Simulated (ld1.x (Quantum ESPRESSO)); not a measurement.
**Reading a pseudo-wave (Cu)**

Columns: radius, all-electron u(r) and pseudo u(r) of the 4s shell (level -4.61 eV) of copper in the configuration [Ar] 3d10 4s1 4p0; PBEsol, scalar-relativistic, PAW scheme, ld1.x (Quantum ESPRESSO) 7.5.

```json
{"r (bohr)": "0.155", "all-electron": "-0.1535", "pseudo": "-0.0848"}
{"r (bohr)": "0.310", "all-electron": "0.0524", "pseudo": "-0.1679"}
{"r (bohr)": "0.465", "all-electron": "0.2377", "pseudo": "-0.2476"}
{"r (bohr)": "0.620", "all-electron": "0.2304", "pseudo": "-0.3223"}
{"r (bohr)": "0.775", "all-electron": "0.1116", "pseudo": "-0.3907"}
{"r (bohr)": "0.930", "all-electron": "-0.0415", "pseudo": "-0.4517"}
{"r (bohr)": "1.085", "all-electron": "-0.1893", "pseudo": "-0.5046"}
{"r (bohr)": "1.240", "all-electron": "-0.3160", "pseudo": "-0.5488"}
{"r (bohr)": "1.395", "all-electron": "-0.4174", "pseudo": "-0.5842"}
{"r (bohr)": "1.550", "all-electron": "-0.4946", "pseudo": "-0.6109"}
{"r (bohr)": "1.705", "all-electron": "-0.5504", "pseudo": "-0.6293"}
{"r (bohr)": "1.860", "all-electron": "-0.5882", "pseudo": "-0.6400"}
{"r (bohr)": "2.015", "all-electron": "-0.6111", "pseudo": "-0.6436"}
{"r (bohr)": "2.170", "all-electron": "-0.6219", "pseudo": "-0.6412"}
{"r (bohr)": "2.325", "all-electron": "-0.6232", "pseudo": "-0.6336"}
{"r (bohr)": "2.480", "all-electron": "-0.6168", "pseudo": "-0.6217"}
{"r (bohr)": "2.635", "all-electron": "-0.6044", "pseudo": "-0.6062"}
{"r (bohr)": "2.790", "all-electron": "-0.5874", "pseudo": "-0.5878"}
{"r (bohr)": "2.945", "all-electron": "-0.5671", "pseudo": "-0.5671"}
{"r (bohr)": "3.100", "all-electron": "-0.5443", "pseudo": "-0.5443"}
{"r (bohr)": "3.255", "all-electron": "-0.5198", "pseudo": "-0.5198"}
{"r (bohr)": "3.410", "all-electron": "-0.4943", "pseudo": "-0.4943"}
{"r (bohr)": "3.565", "all-electron": "-0.4683", "pseudo": "-0.4683"}
{"r (bohr)": "3.720", "all-electron": "-0.4423", "pseudo": "-0.4423"}
{"r (bohr)": "3.875", "all-electron": "-0.4165", "pseudo": "-0.4165"}
{"r (bohr)": "4.030", "all-electron": "-0.3912", "pseudo": "-0.3912"}
```

Q: How many radial nodes do the two functions have?

A: The all-electron 4s function has n − l − 1 = 3 (the table is too coarse to show those close to the nucleus); the pseudo-wave has 0, since the states of the same l below it are removed with the core.

Q: At about which radius was the pseudo-wave matched?

A: 3.02 bohr. The columns agree to 0.0005 from 2.79 bohr on; several derivatives are matched, so the curves merge somewhat inside the radius.

Q: Where does each function peak?

A: Outermost all-electron maximum near 2.33 bohr, pseudo maximum near 2.02 bohr (to the table’s step).

Q: Is the pseudo-wave norm-conserving?

A: No, it belongs to a PAW set: the norm inside the radius is not constrained, and the difference is carried by the augmentation charge.
